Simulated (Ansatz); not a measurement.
Ansatz results at the PBE0-D4/def2-TZVP geometry: HOMO–LUMO gap (PBE0/def2-TZVPP) 7.48 eV; HOMO–LUMO gap (PBE/def2-TZVPP) 5.18 eV; HOMO–LUMO gap (ωB97M-V/def2-TZVPP) 11.27 eV.

Each molecule was computed in one conformer, which needn't be the lowest.

Task: Which molecule gave them?
A. `B[O][GeH3]`
B. `NCC(N)N`
C. `[OH][Al]1[O][SiH2]1`
D. `BC(C)=C=C`

Result: B. The others give `BC(C)=C=C`: 5.91, 3.79, 10.11; `[OH][Al]1[O][SiH2]1`: 4.75, 2.90, 8.44; `B[O][GeH3]`: 7.83, 5.39, 12.02.
